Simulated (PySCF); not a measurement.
Species: diboron tetrachloride, B2Cl4.
SMILES: `B(Cl)(Cl)B(Cl)Cl`

The calculation used PBE0-D3(BJ)/def2-SVP geometry optimisation, gas phase (PySCF 2.14.0).

Take the most abundant isotopes and a rigid rotor. 

What are A, B and C (MHz)?

Ia = 318.13, Ib = 590.03, Ic = 595.53 u·Å²; 505379 MHz·u·Å²/I gives A = 1589, B = 856.5, C = 848.6 MHz.

Classify the top.

A prolate symmetric top, as the point group D2d requires two equal moments; the computed ones differ by 0.92 % because the geometry is symmetric only within the optimiser's tolerance: κ = (2 × 856.5 − 1589 − 848.6)/(1589 − 848.6) = -0.98.

The point group D2d allows no dipole (computed: 0.01 D), so a rigid rotor has no electric-dipole lines.

Estimate the classical rotational partition function at 10 K, 25 K and 298.15 K.

Point group D2d, symmetry number σ = 4; q = (√π/σ)·√((kT/h)³/(ABC)), k/h = 20836.6 MHz/K: 1240 at 10 K, 4900 at 25 K, 202000 at 298.15 K.

No PBE0-D3(BJ)/def2-SVP frequencies stand behind this structure, so it isn't proved a minimum. Constants of a rigid frame at the computed geometry: no zero-point averaging, no centrifugal distortion.

Shape of the structure used: `[Cl:1][B:2]([Cl:3])[B:4]([Cl:5])[Cl:6]`: Cl1–B2–B4–Cl5 89°.
